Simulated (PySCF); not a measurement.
An unknown gives this computed stick spectrum. The calculation used TDDFT PBE0/def2-SVPD, vertical, gas phase, core orbitals frozen in the response (PySCF). Geometries: GFN2-xTB, one conformer each.

```csv
state,λ (nm),f
S1,195.3,0.0069
S2,186.7,0.024
S3,180.7,0.101
S4,172.1,0.119
S5,166.9,0.0076
S6,165.3,0.023
```

Orbital energies (eV): HOMO-3 -10.08, HOMO-2 -9.29, HOMO-1 -8.55, HOMO -6.96, LUMO 0.23, LUMO+1 0.58, LUMO+2 0.96.

Question: Which candidate is it?
A. `C=CO[Si@H](C)O`
B. `O=C([SiH3])/C=C\Cl`
C. `O=C1C=C(F)[SiH2]1`
D. `C(/F)=C/CC([SiH3])=O`
E. `O=C(/C=C/F)C[SiH3]`

Answer: A. Its S1, at 6.35 eV, is the highest among the candidates; the nearest of the others has S1 at 3.95 eV. S1 is HOMO→LUMO (96%). Löwdin shares by element: HOMO carbon 63% or more, oxygen 23% or more; LUMO oxygen 26% or more, silicon 24%, hydrogen 15% or more, carbon 9% or more (atoms not listed hold the other 26%). At the same level the other candidates give, for their lowest levels:
- `O=C1C=C(F)[SiH2]1`: 364 nm (f 0.001); 241 nm (f 0.002); 235 nm (f 0.038); 201 nm (f 0.110); 199 nm (f 0.039); T1 2.89 eV; HOMO -7.03, LUMO -1.73 eV
- `O=C(/C=C/F)C[SiH3]`: 314 nm (f 0.000); 211 nm (f 0.325); 207 nm (f 0.000); 186 nm (f 0.000); 182 nm (f 0.001); T1 3.48 eV; HOMO -7.82, LUMO -1.89 eV
- `O=C([SiH3])/C=C\Cl`: 428 nm (f 0.001); 235 nm (f 0.205); 224 nm (f 0.000); 209 nm (f 0.001); 192 nm (f 0.014); T1 2.30 eV; HOMO -7.19, LUMO -2.36 eV
- `O=C([SiH3])C/C=C\F`: 349 nm (f 0.002); 234 nm (f 0.008); 210 nm (f 0.066); 197 nm (f 0.035); 188 nm (f 0.089); T1 2.87 eV; HOMO -6.98, LUMO -1.34 eV

Conformer computed: `[CH2:1]=[CH:2][O:3][Si@H:4]([CH3:5])[OH:6]`: C1–C2–O3–Si4 -4°, C2–O3–Si4–C5 -66°, H–O6–Si4–O3 169°.
Triplets come from the Tamm–Dancoff approximation.
